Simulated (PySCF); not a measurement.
## How methods differ on the electron affinity of Se

Se⁻ [Ar] 3d10 4s2 4p5 (2P) → Se [Ar] 3d10 4s2 4p4 (3P), as a difference of total energies. All numbers are calculated (PySCF 2.14, the non-relativistic Hamiltonian (point nucleus), in def2-TZVPPD (7s6p5d1f, 57 functions)). Correlated levels: valence and next inner shell: [Ne] frozen. The calculations carry no spin-orbit coupling.

```tsv
method	electron affinity (eV)
UHF	0.982
MP2 (valence and next inner shell)	1.873
SCS-MP2 (valence and next inner shell)	1.856
CCSD (valence and next inner shell)	1.828
CCSD(T) (valence and next inner shell)	1.893
```

**Question.** How much does correlation contribute at CCSD(T) (valence and next inner shell)?

**Answer.** 1.893 − (0.982) = 0.911 eV, measured against UHF.

A first-order spin-orbit estimate (lowest level to lowest level, LS coupling) adds -0.013 eV.

These non-relativistic numbers lack the scalar-relativistic shift.

Errors of the correlated levels include the incompleteness of this basis and the frozen core.

For comparison: 2.021 eV (measured; photodetachment measurements, as compiled on the Wikipedia data page of electron affinities).
